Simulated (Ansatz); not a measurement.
Relaxation of CH₈ClNSi₂ (13 atoms, charge 0, multiplicity 1), to a largest force component of 0.015 eV/Å in at most 40 steps.

The calculation used RKS revPBE/def2-mTZVP (Ansatz).

```xyz
13
Properties=species:S:1:pos:R:3
N -0.228 2.195 0.942
Si -0.648 0.688 0.336
C 0.841 -0.157 -0.257
Si 2.271 0.926 -0.114
Cl 2.905 1.063 1.876
H 0.195 2.183 1.827
H -1.115 2.745 1.116
H -1.605 0.912 -0.736
H -1.261 0.013 1.525
H 0.712 -0.435 -1.361
H 1.012 -1.098 0.243
H 3.406 0.495 -0.889
H 1.917 2.392 -0.477
```

Question: Where does it end, and by what steps?

Answer: It converged. After 17 steps the energy has fallen by 0.837 eV; H8 moved furthest, 0.81 Å.

```tsv
step	energy less start (eV)	largest force component (eV/Å)	accepted
0	0.0000	3.216	yes
1	-0.6288	1.222	yes
2	-0.7824	0.407	yes
3	-0.7949	0.239	yes
4	-0.8029	0.088	yes
5	-0.8071	0.055	yes
6	-0.8107	0.061	yes
7	-0.8123	0.046	yes
8	-0.8158	0.044	yes
9	-0.8205	0.094	yes
10	-0.8224	0.299	yes
11	-0.8292	0.091	yes
12	-0.8315	0.060	yes
13	-0.8348	0.062	yes
14	-0.8342	0.118	no
15	-0.8368	0.023	yes
16	-0.8371	0.033	yes
17	-0.8373	0.014	yes
```

```xyz
13
Properties=species:S:1:pos:R:3
N -0.610 2.348 0.904
Si -0.676 0.628 0.579
C 0.815 0.064 -0.466
Si 2.496 0.811 -0.064
Cl 2.820 0.865 2.021
H -0.010 2.691 1.654
H -1.492 2.859 0.909
H -1.941 0.411 -0.200
H -0.716 -0.247 1.803
H 0.613 0.309 -1.525
H 0.885 -1.036 -0.402
H 3.617 0.001 -0.636
H 2.601 2.220 -0.548
```

Whether the end is a true minimum wasn't checked by a vibrational analysis.

Time of the run: 69 s on 2 threads of Intel(R) Xeon(R) Platinum 8488C (Sapphire Rapids), on a shared host, peak memory 0.21 GiB.
